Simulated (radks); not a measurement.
Question: The mean radii <r> (bohr) of the occupied orbitals of an atom or ion are listed with their occupations. Method: scalar-relativistic Kohn-Sham, PBE, spin-polarised, spherical densities, point nucleus; computed with a radial shooting solver on a logarithmic mesh with Libxc functionals.

orbital  occ.      <r>
1s up       1  0.04149
1s down     1  0.04149
2s up       1   0.1835
2s down     1   0.1835
2p up       3   0.1601
2p down     3   0.1601
3s up       1   0.5300
3s down     1   0.5299
3p up       3   0.5401
3p down     3   0.5397
3d up       5   0.5541
3d down     5   0.5521
4s up       1    1.474
4s down     1    1.461
4p up       2    1.679
4d up       2    2.426

Name the element and its charge. Open shells, if any, are filled with parallel spins first.

Answer: Z = 36, krypton, charge +2: Kr2+ in [Ar] 3d10 4s2 4p2 4d2. The 1s radius gives Z: for a bare nucleus <r> = (2 gamma + 1)/(2Z) with gamma = sqrt(1 - (Z/c)^2), 0.04069 bohr for Z = 36, and screening makes it slightly larger (0.04149 here). The occupations add up to 34, and the charge is Z minus that.
